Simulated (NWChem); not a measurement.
All runs are NWChem calculations. System: CF₂, charge 0, spin multiplicity 1, at a geometry optimised with B3LYP/def2-SVP. The structure started from a generated list of species. Level: RHF/aug-cc-pVDZ.

Input file:

```
start mol
memory heap 200 mb stack 900 mb global 1100 mb
geometry units angstroms nocenter noautoz
  F      1.029081     0.000000    -0.198010
  C      0.000000     0.000000     0.594031
  F     -1.029081     0.000000    -0.198010
  symmetry group C2v
end
basis spherical
  * library aug-cc-pvdz
end
scf
  rhf
  nopen 0
  maxiter 100
  thresh 1e-7
  semidirect memsize 60000000 filesize 0
end
task scf energy
```

NWChem printed:

```
             Northwest Computational Chemistry Package (NWChem) 7.3.0
             --------------------------------------------------------

                                NWChem Input Module
                                -------------------

 Scaling coordinates for geometry "geometry" by  1.889725989
 (inverse scale =  0.529177249)

 Turning off AUTOSYM since
 SYMMETRY directive was detected!

                             Geometry "geometry" -> ""
                             -------------------------

 Output coordinates in angstroms (scale by  1.889725989 to convert to a.u.)

  No.       Tag          Charge          X              Y              Z
 ---- ---------------- ---------- -------------- -------------- --------------
    1 F                    9.0000     1.02908100     0.00000000    -0.19801000
    2 C                    6.0000     0.00000000     0.00000000     0.59403100
    3 F                    9.0000    -1.02908100     0.00000000    -0.19801000

 Effective nuclear repulsion energy (a.u.)      64.8361796702

            Nuclear Dipole moment (a.u.)
            ----------------------------
        X                 Y               Z
 ---------------- ---------------- ----------------
     0.0000000000     0.0000000000     0.0000113384

      Symmetry information
      --------------------

 Group name             C2v
 Group number             16
 Group order               4
 No. of unique centers     2

      Symmetry unique atoms

     1    2


 Summary of "ao basis" -> "" (spherical)
 ------------------------------------------------------------------------------
       Tag                 Description            Shells   Functions and Types
 ---------------- ------------------------------  ------  ---------------------
 *                        aug-cc-pvdz                 on all atoms

 Summary of "ao basis" -> "ao basis" (spherical)
 ------------------------------------------------------------------------------
       Tag                 Description            Shells   Functions and Types
 ---------------- ------------------------------  ------  ---------------------
 F                        aug-cc-pvdz                9       23   4s3p2d
 C                        aug-cc-pvdz                9       23   4s3p2d

                                 NWChem SCF Module
                                 -----------------

  ao basis        = "ao basis"
  functions       =    69
  atoms           =     3
  closed shells   =    12
  open shells     =     0
  charge          =   0.00
  wavefunction    = RHF
  use symmetry    = T
  symmetry adapt  = T

 Summary of "ao basis" -> "ao basis" (spherical)
 ------------------------------------------------------------------------------
       Tag                 Description            Shells   Functions and Types
 ---------------- ------------------------------  ------  ---------------------
 F                        aug-cc-pvdz                9       23   4s3p2d
 C                        aug-cc-pvdz                9       23   4s3p2d

      Symmetry analysis of basis
      --------------------------

        a1         27
        a2          9
        b1         21
        b2         12

 Forming initial guess at       0.0s

      Superposition of Atomic Density Guess
      -------------------------------------

 Sum of atomic energies:        -236.44419094

      Non-variational initial energy
      ------------------------------

 Total energy =    -237.022246
 1-e energy   =    -457.371348
 2-e energy   =     155.512923
 HOMO         =      -0.296842
 LUMO         =      -0.003560

      Symmetry analysis of molecular orbitals - initial
      -------------------------------------------------

  Numbering of irreducible representations:

     1 a1          2 a2          3 b1          4 b2

  Orbital symmetries:

     1 a1          2 b1          3 a1          4 a1          5 b1
     6 a1          7 b1          8 a1          9 b2         10 a2
    11 b1         12 a1         13 b2         14 a1         15 b1
    16 a1         17 b2         18 b1         19 a1         20 a2
    21 a1         22 b1

 Starting SCF solution at       0.3s

 ----------------------------------------------
         Quadratically convergent ROHF

 Convergence threshold     :          1.000E-07
 Maximum no. of iterations :          100
 Final Fock-matrix accuracy:          1.000E-09
 ----------------------------------------------

              iter       energy          gnorm     gmax       time
             ----- ------------------- --------- --------- --------
                 1     -236.6251494381  1.08D+00  2.52D-01      0.3
                 2     -236.6842238946  2.60D-01  6.84D-02      0.3
                 3     -236.6902921947  8.78D-03  2.91D-03      0.3
                 4     -236.6902996998  4.69D-05  2.02D-05      0.4
                 5     -236.6902997000  1.94D-09  4.96D-10      0.4

       Final RHF  results
       ------------------

         Total SCF energy =   -236.690299700011
      One-electron energy =   -457.117701992034
      Two-electron energy =    155.591222621802
 Nuclear repulsion energy =     64.836179670221

        Time for solution =      0.2s

       Symmetry analysis of molecular orbitals - final
       -----------------------------------------------

  Numbering of irreducible representations:

     1 a1          2 a2          3 b1          4 b2

  Orbital symmetries:

     1 b1          2 a1          3 a1          4 a1          5 b1
     6 a1          7 b1          8 a1          9 b2         10 a2
    11 b1         12 a1         13 b2         14 a1         15 b1
    16 a1         17 b2         18 b1         19 a1         20 a2
    21 a1         22 b2

             Final eigenvalues
             -----------------

              1
    1  -26.3939
    2  -26.3938
    3  -11.4733
    4   -1.7621
    5   -1.6788
    6   -0.9719
    7   -0.8330
    8   -0.8047
    9   -0.7842
   10   -0.7039
   11   -0.6899
   12   -0.4783
   13    0.0619
   14    0.0846
   15    0.0904
   16    0.1059
   17    0.1304
   18    0.2356
   19    0.2614
   20    0.2694
   21    0.2792
   22    0.2905

                       ROHF Final Molecular Orbital Analysis
                       -------------------------------------

 Vector   10  Occ=2.000000D+00  E=-7.039100D-01  Symmetry=a2
              MO Center=  7.0D-16,  6.7D-18, -1.8D-01, r^2= 1.5D+00
   Bfn.  Coefficient  Atom+Function         Bfn.  Coefficient  Atom+Function
  ----- ------------  ---------------      ----- ------------  ---------------
     6      0.475318  1 F  py                52     -0.475318  3 F  py
     9      0.329989  1 F  py                55     -0.329989  3 F  py

 Vector   11  Occ=2.000000D+00  E=-6.898591D-01  Symmetry=b1
              MO Center= -5.3D-16,  2.8D-19, -1.6D-01, r^2= 1.5D+00
   Bfn.  Coefficient  Atom+Function         Bfn.  Coefficient  Atom+Function
  ----- ------------  ---------------      ----- ------------  ---------------
     5      0.416301  1 F  px                51      0.416301  3 F  px
     8      0.281153  1 F  px                54      0.281153  3 F  px
     7      0.266935  1 F  pz                53     -0.266935  3 F  pz
    10      0.192001  1 F  pz                56     -0.192001  3 F  pz

 Vector   12  Occ=2.000000D+00  E=-4.782930D-01  Symmetry=a1
              MO Center=  9.5D-17, -7.6D-17,  7.9D-01, r^2= 1.2D+00
   Bfn.  Coefficient  Atom+Function         Bfn.  Coefficient  Atom+Function
  ----- ------------  ---------------      ----- ------------  ---------------
    26      0.517521  2 C  s                 30      0.444592  2 C  pz
    25      0.296673  2 C  s                  7     -0.249352  1 F  pz
    53     -0.249352  3 F  pz                33      0.215026  2 C  pz
    10     -0.186712  1 F  pz                56     -0.186712  3 F  pz

 Vector   13  Occ=0.000000D+00  E= 6.194600D-02  Symmetry=b2
              MO Center= -6.0D-16, -4.8D-15,  8.6D-01, r^2= 6.0D+00
   Bfn.  Coefficient  Atom+Function         Bfn.  Coefficient  Atom+Function
  ----- ------------  ---------------      ----- ------------  ---------------
    35      1.008214  2 C  py                32      0.408478  2 C  py
    29      0.355023  2 C  py                12     -0.306668  1 F  py
    58     -0.306668  3 F  py                 6     -0.174608  1 F  py
    52     -0.174608  3 F  py                 9     -0.155874  1 F  py
    55     -0.155874  3 F  py

 Vector   14  Occ=0.000000D+00  E= 8.463479D-02  Symmetry=a1
              MO Center= -2.1D-17,  3.1D-15, -9.8D-01, r^2= 8.9D+00
   Bfn.  Coefficient  Atom+Function         Bfn.  Coefficient  Atom+Function
  ----- ------------  ---------------      ----- ------------  ---------------
    27      2.668562  2 C  s                  4     -1.588890  1 F  s
    50     -1.588890  3 F  s                 36     -1.109339  2 C  pz
    26      0.852285  2 C  s                 33     -0.634065  2 C  pz
    11      0.317264  1 F  px                57     -0.317264  3 F  px

 Vector   15  Occ=0.000000D+00  E= 9.040644D-02  Symmetry=b1
              MO Center= -1.4D-15, -2.6D-30,  8.1D-01, r^2= 1.2D+01
   Bfn.  Coefficient  Atom+Function         Bfn.  Coefficient  Atom+Function
  ----- ------------  ---------------      ----- ------------  ---------------
    34      1.657623  2 C  px                 4     -1.404077  1 F  s
    50      1.404077  3 F  s                 31      0.648896  2 C  px
    13     -0.335097  1 F  pz                59      0.335097  3 F  pz
    45      0.239253  2 C  d  1               3     -0.157384  1 F  s
    49      0.157384  3 F  s

 center of mass
 --------------
 x =   0.00000000 y =   0.00000000 z =  -0.01494394

 moments of inertia (a.u.)
 ------------------
          20.430502982950           0.000000000000           0.000000000000
           0.000000000000         164.126216824584           0.000000000000
           0.000000000000           0.000000000000         143.695713841634

  Mulliken analysis of the total density
  --------------------------------------

    Atom       Charge   Shell Charges
 -----------   ------   -------------------------------------------------------
    1 F    9     9.37   2.00  0.90  1.03  0.08  3.32  1.96  0.05  0.01  0.01
    2 C    6     5.27   2.01  0.82  0.67  0.05  1.40  0.20 -0.00  0.17 -0.05
    3 F    9     9.37   2.00  0.90  1.03  0.08  3.32  1.96  0.05  0.01  0.01

       Multipole analysis of the density wrt the origin
       ------------------------------------------------

     L   x y z        total         open         nuclear
     -   - - -        -----         ----         -------
     0   0 0 0     -0.000000      0.000000     24.000000

     1   1 0 0     -0.000000      0.000000      0.000000
     1   0 1 0      0.000000      0.000000      0.000000
     1   0 0 1     -0.134325      0.000000      0.000011

     2   2 0 0    -12.159258      0.000000     68.072123
     2   1 1 0      0.000000      0.000000      0.000000
     2   1 0 1      0.000000      0.000000      0.000000
     2   0 2 0    -10.539057      0.000000      0.000000
     2   0 1 1      0.000000      0.000000      0.000000
     2   0 0 2    -12.922976      0.000000     10.081044

 Task  times  cpu:        0.4s     wall:        0.4s

 Total times  cpu:        0.5s     wall:        0.5s
```
